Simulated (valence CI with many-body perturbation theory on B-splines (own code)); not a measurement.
## Ne⁵⁺: calculated level list

Computed by configuration interaction combined with many-body perturbation theory (CI+MBPT): three valence electrons over a frozen Dirac-Fock core [He], a basis of 11 s, 11 p, 10 d, 8 f, 5 g, 2 h functions for each j, with the one-electron correlation potential Σ1, the two-electron term Σ2, the three-electron term Σ3, Breit, model QED; selected CI, second order for the rest, scaled by the run's own slope (own B-spline code, finite nucleus).

Set against measurement, 34 paired levels are off by 190 cm⁻¹ on average, the worst by 461. These come from a selection out of NIST levels in Podobedova, Fuhr, Reader and Wiese, J. Phys. Chem. Ref. Data 33, 525 (2004). Levels without a partner in it may be off by more. 3 measured levels below the end of the list, from 983000 cm⁻¹ on, found no clear computed partner, and computed levels of the same name lie up to 9625 cm⁻¹ from them.

Levels 46 to 90 of 203, with energies above the lowest level, 2s²2p ²P°_1/2. "Leading %" is the weight of the configuration and term that name the level; weights of strongly mixed levels are sums over their largest components and can fall short. In the jj column 3d3/2^4 stands for four electrons in 3d with j = 3/2.

| No. | Configuration | Term | J | E (cm⁻¹) | Leading % | Second component | g | Leading jj |
| --- | --- | --- | --- | --- | --- | --- | --- | --- |
| 46 | 2s2p3d | ⁴D° | 7/2 | 926420 | 98 |  | 1.429 | 2s 2p3/2 3d5/2 (69 %) |
| 47 | 2s2p3d | ²D° | 3/2 | 927840 | 97 |  | 0.801 | 2s 2p3/2 3d5/2 (46 %) |
| 48 | 2s2p3d | ²D° | 5/2 | 928000 | 97 |  | 1.203 | 2s 2p3/2 3d3/2 (37 %) |
| 49 | 2s2p3d | ⁴P° | 5/2 | 931860 | 97 |  | 1.597 | 2s 2p3/2 3d5/2 (50 %) |
| 50 | 2s2p3d | ⁴P° | 3/2 | 932200 | 97 |  | 1.731 | 2s 2p3/2 3d3/2 (49 %) |
| 51 | 2s2p3d | ⁴P° | 1/2 | 932420 | 98 |  | 2.666 | 2s 2p3/2 3d3/2 (85 %) |
| 52 | 2s2p3s | ²P° | 1/2 | 940340 | 89 | 6 % 2s2p3d ²P° | 0.665 | 2s 2p3/2 3s (58 %) |
| 53 | 2s2p3s | ²P° | 3/2 | 940350 | 89 | 6 % 2s2p3d ²P° | 1.334 | 2s 2p3/2 3s (61 %) |
| 54 | 2s2p3d | ²F° | 5/2 | 945860 | 98 |  | 0.857 | 2s 2p1/2 3d5/2 (52 %) |
| 55 | 2s2p3d | ²F° | 7/2 | 946670 | 98 |  | 1.143 | 2s 2p3/2 3d3/2 (52 %) |
| 56 | 2s2p3d | ²P° | 3/2 | 952180 | 91 | 6 % 2s2p3s ²P° | 1.334 | 2s 2p3/2 3d5/2 (38 %) |
| 57 | 2s2p3d | ²P° | 1/2 | 952640 | 92 | 5 % 2s2p3s ²P° | 0.666 | 2s 2p3/2 3d5/2 (74 %) |
| 58 | 2s²4s | ²S | 1/2 | 976050 | 67 | 25 % 2s2p3p ²S | 2.002 | 2s^2 4s (67 %) |
| 59 | 2s2p3p | ²D | 3/2 | 986240 | 92 | 4 % 2p²3s ²D | 0.801 | 2s 2p3/2 3p1/2 (57 %) |
| 60 | 2s2p3p | ²D | 5/2 | 986330 | 92 | 4 % 2p²3s ²D | 1.200 | 2s 2p3/2 3p3/2 (57 %) |
| 61 | 2s2p3p | ²P | 1/2 | 988110 | 89 | 8 % 2p²3s ²P | 0.666 | 2s 2p3/2 3p1/2 (40 %) |
| 62 | 2s2p3p | ²P | 3/2 | 988340 | 89 | 8 % 2p²3s ²P | 1.332 | 2s 2p3/2 3p3/2 (53 %) |
| 63 | 2s²4p | ²P° | 1/2 | 1002100 | 89 | 6 % 2p²4p ²P° | 0.666 | 2s^2 4p1/2 (89 %) |
| 64 | 2s²4p | ²P° | 3/2 | 1002300 | 89 | 6 % 2p²4p ²P° | 1.334 | 2s^2 4p3/2 (89 %) |
| 65 | 2s2p3p | ²S | 1/2 | 1003600 | 66 | 26 % 2s²4s ²S | 2.002 | 2s 2p3/2 3p3/2 (34 %) |
| 66 | 2s2p3d | ²F° | 7/2 | 1012800 | 50 | 43 % 2s²4f ²F° | 1.143 | 2s^2 4f7/2 (43 %) |
| 67 | 2s2p3d | ²F° | 5/2 | 1012800 | 50 | 44 % 2s²4f ²F° | 0.857 | 2s^2 4f5/2 (44 %) |
| 68 | 2s²4d | ²D | 3/2 | 1019000 | 93 | 6 % 2p²4d ²D | 0.799 | 2s^2 4d3/2 (93 %) |
| 69 | 2s²4d | ²D | 5/2 | 1019100 | 93 | 6 % 2p²4d ²D | 1.200 | 2s^2 4d5/2 (93 %) |
| 70 | 2p²3s | ⁴P | 1/2 | 1022000 | 98 |  | 2.670 | 2p1/2^2 3s (45 %) |
| 71 | 2p²3s | ⁴P | 3/2 | 1022500 | 98 |  | 1.734 | 2p1/2 2p3/2 3s (88 %) |
| 72 | 2p²3s | ⁴P | 5/2 | 1023200 | 98 |  | 1.601 | 2p3/2^2 3s (64 %) |
| 73 | 2s2p3d | ²D° | 3/2 | 1030200 | 97 |  | 0.799 | 2s 2p3/2 3d3/2 (58 %) |
| 74 | 2s2p3d | ²D° | 5/2 | 1030300 | 97 |  | 1.200 | 2s 2p3/2 3d5/2 (60 %) |
| 75 | 2s²4f | ²F° | 7/2 | 1036900 | 50 | 41 % 2s2p3d ²F° | 1.143 | 2s^2 4f7/2 (50 %) |
| 76 | 2s²4f | ²F° | 5/2 | 1036900 | 50 | 41 % 2s2p3d ²F° | 0.857 | 2s^2 4f5/2 (50 %) |
| 77 | 2s2p3d | ²P° | 1/2 | 1039200 | 91 |  | 0.666 | 2s 2p3/2 3d3/2 (61 %) |
| 78 | 2s2p3d | ²P° | 3/2 | 1039300 | 91 |  | 1.334 | 2s 2p3/2 3d5/2 (56 %) |
| 79 | 2p²3s | ²P | 1/2 | 1041300 | 83 | 12 % 2s2p3p ²P | 0.666 | 2p1/2 2p3/2 3s (56 %) |
| 80 | 2p²3s | ²P | 3/2 | 1042100 | 83 | 11 % 2s2p3p ²P | 1.333 | 2p3/2^2 3s (44 %) |
| 81 | 2p²3p | ²S° | 1/2 | 1053100 | 99 |  | 2.002 | 2p3/2^2 3p3/2 (34 %) |
| 82 | 2p²3s | ²D | 3/2 | 1056300 | 91 | 5 % 2s2p3p ²D | 0.800 | 2p1/2 2p3/2 3s (57 %) |
| 83 | 2p²3s | ²D | 5/2 | 1056300 | 91 | 5 % 2s2p3p ²D | 1.200 | 2p1/2 2p3/2 3s (59 %) |
| 84 | 2p²3p | ⁴D° | 1/2 | 1060600 | 98 |  | 0.000 | 2p1/2^2 3p1/2 (38 %) |
| 85 | 2p²3p | ⁴D° | 3/2 | 1060800 | 98 |  | 1.201 | 2p1/2 2p3/2 3p1/2 (58 %) |
| 86 | 2p²3p | ⁴D° | 5/2 | 1061300 | 98 |  | 1.373 | 2p1/2 2p3/2 3p3/2 (62 %) |
| 87 | 2p²3p | ⁴D° | 7/2 | 1061900 | 98 |  | 1.429 | 2p3/2^2 3p3/2 (64 %) |
| 88 | 2p²3p | ⁴P° | 1/2 | 1065300 | 94 |  | 2.667 | 2p1/2 2p3/2 3p1/2 (47 %) |
| 89 | 2p²3p | ⁴P° | 3/2 | 1065600 | 94 |  | 1.732 | 2p3/2^2 3p1/2 (27 %) |
| 90 | 2p²3p | ⁴P° | 5/2 | 1066000 | 93 |  | 1.597 | 2p1/2 2p3/2 3p3/2 (42 %) |

Names give the largest LS component (configuration and term), which can be under half, so a name can repeat, a term be missing and a line seem to break the LS rules; names also repeat where a configuration has a term twice.
